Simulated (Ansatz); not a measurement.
Reaction (cleavage of the Si–Ga bond): `C[SiH2][GaH][Cl]` + `C=N` → `C=N[SiH2]C` + `[Cl][GaH2]`

Isolated molecules relaxed with PBE0-D4/def2-TZVP in Ansatz; ΔE leaves out vibrations. CCSD(T)/CBS adds triple-zeta CCSD(T) − MP2 to the extrapolated MP2 energy (def2 sets, frozen cores). This one scheme is used for every species. For Ga outer-core shells are correlated without core-valence functions, which leaves a few kJ/mol of doubt a bond. Scalar relativity is left out up to krypton. Each species was taken in one conformer, which may not be the lowest.

`C[SiH2][GaH][Cl]`:

Z-matrix (Å, degrees):
```
C
Si 1 1.877
H 1 1.092 2 111.0
H 1 1.092 2 110.5 3 -119.9
H 1 1.092 2 111.0 3 120.2
Ga 2 2.407 1 113.5 3 -60.1
H 2 1.490 1 110.4 3 60.5
H 2 1.490 1 110.4 3 179.2
Cl 6 2.164 2 114.3 1 179.9
H 6 1.568 2 133.2 1 -0.1
```

`C=N`:

Z-matrix (Å, degrees):
```
C
N 1 1.261
H 1 1.096 2 124.9
H 1 1.092 2 118.8 3 -180.0
H 2 1.021 1 111.0 3 -0.0
```

`C=N[SiH2]C`:

Z-matrix (Å, degrees):
```
Si
N 1 1.747
C 1 1.862 2 108.8
H 1 1.497 2 110.9 3 121.9
H 1 1.486 2 106.9 3 -119.7
C 2 1.257 1 124.0 3 -122.3
H 3 1.093 1 110.6 2 -177.0
H 3 1.092 1 110.4 2 -57.0
H 3 1.092 1 110.8 2 63.0
H 6 1.097 2 120.4 1 179.6
H 6 1.103 2 124.2 1 -0.4
```

`[Cl][GaH2]`:

Cartesian coordinates in Å:
```
Cl -1.122 1.027 1.209
Ga 0.119 -0.109 -0.128
H -0.542 -1.387 -0.720
H 1.545 0.470 -0.361
```

```json
{"species": "`C[SiH2][GaH][Cl]`", "CCSD(T)/CBS(def2) energy (Eh)": "-2714.51932"}
{"species": "`C=N`", "CCSD(T)/CBS(def2) energy (Eh)": "-94.52360"}
{"species": "`C=N[SiH2]C`", "CCSD(T)/CBS(def2) energy (Eh)": "-424.09492"}
{"species": "`[Cl][GaH2]`", "CCSD(T)/CBS(def2) energy (Eh)": "-2384.95520"}
```

Question: Work out ΔE.

Answer: ΔE = (-424.09492) + (-2384.95520) − (-2714.51932) − (-94.52360) = -0.00720 Eh = -18.9 kJ/mol.

Question: What do rigid-rotor, harmonic-oscillator terms from PBE0-D4/def2-TZVP frequencies (298.15 K, 1 bar) make of the CCSD(T)/CBS value? (Best estimate.)

Answer: Computed: ΔZPE = -8.2 kJ/mol, ΔH = -29.5 kJ/mol, ΔS = -23 J/(mol·K), ΔG = -22.5 kJ/mol. Modes under 50 cm⁻¹ make the entropy rough.

Largest T1 diagnostic among the species: 0.012.

From PBE to PBE0 (25 % exact exchange), in def2-TZVPP and without D4, ΔE moves by −4.9 kJ/mol. At CCSD(T), def2-SVP lies +3.6 kJ/mol from the extrapolated value and def2-TZVPP −0.6 kJ/mol.
